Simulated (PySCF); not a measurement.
## Structure elucidation problem

An unknown has the formula C₆H₁₀N₂Si. Its calculated NMR data are:

1H NMR (600 MHz, computed): δ 7.46 (m, 2H), 6.79 (t, 1H), 6.67 (d, 2H), 4.64 (s, 2H), 2.82 (br s, 1H), 0.73 (br s, 2H).

13C{1H} NMR (computed): δ 156.9, 140.5 (2C), 122.2, 119.2 (2C).

Equivalent nuclei averaged, gas phase, relativity neglected, one computed conformer. Structure optimised with PBE0-D3(BJ)/def2-SVP; HF/pcSseg-1 with gauge-including orbitals; PySCF 2.14.

References, each an isolated molecule treated in the same way: 1H and 13C vs TMS.

What is the structure?

## Answers


The formula gives 4 degrees of unsaturation (1 ring in the answer). 4 carbon signals for 6 carbons: some carbons are equivalent by symmetry or fast rotation. Carbon types of the structure: 1 × C, 5 × CH, leaving 5 H on heteroatoms. δC 156.9: aromatic carbon bearing nitrogen; σ withdrawal by the attached heteroatom moves it downfield of the ring CH carbons. δC 140.5, 122.2, 119.2: aromatic CH. δH 7.46, 6.79, 6.67: hydrogen on an aromatic CH. δH 4.64: hydrogen on a silicon bonded to 2 N. δH 2.82: hydrogen on an aniline-type nitrogen; exchangeable, gas-phase position. δH 0.73: hydrogen on a nitrogen bonded to Si; exchangeable; this is the value without hydrogen bonding to other molecules.

Structure: SMILES [SiH2](N)NC1=CC=CC=C1.

The shifts were computed for this structure.

OH and NH positions are those of a molecule without intermolecular hydrogen bonds; in solution they move with solvent, concentration and temperature, and exchange usually removes their couplings. Shifts are as computed. Against solution values, carbons near 30 ppm lie about -0 ppm off and those near 130 ppm about +7 ppm. Of 1211 compounds with measured shifts, 218 miss one by over three times the rms of a fit or turn the order of signals round; such compounds aren't used in these exercises. Multiplicities follow the n + 1 count of equivalent neighbours, as no J values were calculated; m marks all less simple cases, F and P coupling included.
